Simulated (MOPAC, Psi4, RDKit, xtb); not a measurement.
Torsional profile of C6H9NSi, SMILES c1cc([SiH2]N)ccc1. Scanned: dihedral N1–Si2–C3–C4; all other coordinates were relaxed at GFN2-xTB. Points at φ and −φ are mirror images. Heavy atoms are numbered in the order of the SMILES N[SiH2]c1ccccc1, hydrogens after them in the order of the atoms that carry them; the mirror image has the same energies with the sign of each dihedral reversed.

- PM3, restricted, heats of formation // GFN2-xTB (MOPAC)
- GFN1-xTB // GFN2-xTB (xtb)
- UFF // GFN2-xTB (RDKit)
- PBE-D3(BJ)/def2-SVP // GFN2-xTB (Psi4)

Energies relative to the lowest point of each profile, in kcal/mol; the last columns give the difference from PBE-D3(BJ):

```
φ / °   PM3  GFN1-xTB   UFF  PBE-D3(BJ)/def2-SVP  PM3 − PBE-D3(BJ)/def2-SVP  GFN1-xTB − PBE-D3(BJ)/def2-SVP  UFF − PBE-D3(BJ)/def2-SVP
-----  ----  --------  ----  -------------------  -------------------------  ------------------------------  -------------------------
-150   0.07      0.01  0.09                 0.00                       0.07                            0.01                       0.09
-120   0.00      0.11  0.20                 0.57                      -0.57                           -0.47                      -0.37
-90    0.07      0.40  0.05                 1.37                      -1.30                           -0.97                      -1.32
-60    0.01      0.10  0.22                 0.58                      -0.56                           -0.47                      -0.35
-30    0.08      0.00  0.08                 0.00                       0.08                            0.00                       0.08
0      0.12      0.20  0.02                 0.88                      -0.76                           -0.68                      -0.86
30     0.08      0.00  0.08                 0.00                       0.08                            0.00                       0.08
60     0.01      0.10  0.22                 0.58                      -0.56                           -0.47                      -0.35
90     0.07      0.40  0.05                 1.37                      -1.30                           -0.97                      -1.32
120    0.00      0.11  0.20                 0.57                      -0.57                           -0.47                      -0.37
150    0.07      0.01  0.09                 0.00                       0.07                            0.01                       0.09
180    0.12      0.21  0.00                 0.85                      -0.73                           -0.65                      -0.85
```

PM3 is furthest from PBE-D3(BJ)/def2-SVP at -90 (-1.30 kcal/mol, below); its mean absolute difference over the points is 0.56 kcal/mol.

GFN1-xTB is furthest from PBE-D3(BJ)/def2-SVP at -90 (-0.97 kcal/mol, below); its mean absolute difference over the points is 0.43 kcal/mol.

UFF is furthest from PBE-D3(BJ)/def2-SVP at -90 (-1.32 kcal/mol, below); its mean absolute difference over the points is 0.51 kcal/mol.
